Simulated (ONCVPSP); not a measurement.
Logarithmic derivatives: cerium, ONCV

* Element: Ce (Z = 58)
* Generator: ONCVPSP 4.0.1
* Type: optimised norm-conserving Vanderbilt (ONCV)
* Functional: Wu-Cohen
* Relativity: scalar-relativistic
* Frozen core: [Kr] 4d10
* Valence charge: 12
* Reference configuration: 4f1 5s2 5p6 5d1 6s1.75 6p0.25
* Partial waves: 5s+6s: rc 2.30 bohr, ncon 4, nbas 7, qcut 6.6 1/bohr, 2 projectors; 5p+6p: rc 3.50 bohr, ncon 4, nbas 8, qcut 4 1/bohr, 2 projectors; 5d: rc 2.60 bohr, ncon 5, nbas 10, qcut 3.5 1/bohr, 3 projectors, debl 0.4 Ha; 4f: rc 0.90 bohr, ncon 4, nbas 7, qcut 14.2 1/bohr, 1 projector
* Local potential: polynomial inside 0.85 bohr (lpopt 5, dvloc0 0 Ha)
* Core correction: Teter function, fcfact 4.5, rcfact 1.7

The phase is arctan(r·R′/R) of the radial function R(r), unwrapped; energies in Ha, scanned from -3 to 5 Ha. A pole is an energy at which the radial function vanishes at the test radius. The pseudo phase is shifted by a multiple of π to meet the all-electron one at the reference energy, and phase errors are pseudo minus all-electron; the curves can meet again beyond the range given. Levels narrower than the energy grid can be missing from the lists of poles.

**Question.** For each channel, where are the poles, and over which energies does the pseudopotential scatter like the atom?

**Answer.**

```
channel  radius (bohr)  reference energy (Ha)  poles, all-electron      poles, pseudo  unbroken range about the reference energy with phases within 0.05 rad  phase error 1 Ha above the reference energy (rad)
      s           2.33                  -0.14          -1.21, 3.77        -1.21, 3.64                                                              below 4.7                                             -0.003
      p           3.55                  -0.05    -0.83, 1.08, 3.88  -0.83, 1.08, 3.48                                                              below 1.9                                             -0.001
      d           2.65                  -0.12           0.57, 4.35   0.57, 3.00, 4.48                                                              below 2.9                                             +0.000
      f           0.91                  -0.21                 3.92               4.18                                                        the whole range                                             +0.002
```

Note: ghosts flagged at negative energy: s at -497.1 eV, p at -107.4 eV, d at -8263.2 eV; GHOST(+) flagged for d at 81.7 eV, s at 166.0 eV. A true bound ghost makes a file unfit for plane-wave use.

Phases in the d channel:

```csv
E (Ha),all-electron,pseudo
-2.98,1.377,1.377
-2.54,1.355,1.355
-2.10,1.323,1.323
-1.66,1.274,1.274
-1.22,1.183,1.183
-0.78,0.942,0.942
-0.34,-0.244,-0.244
0.10,-1.316,-1.316
0.54,-1.559,-1.559
0.98,-1.699,-1.699
1.42,-1.883,-1.883
1.86,-2.506,-2.510
2.30,-4.081,-4.093
2.74,-4.458,-4.477
3.18,-4.579,-7.677
3.62,-4.643,-7.772
4.06,-4.687,-7.819
4.50,-4.724,-7.856
4.94,-4.761,-7.890
```
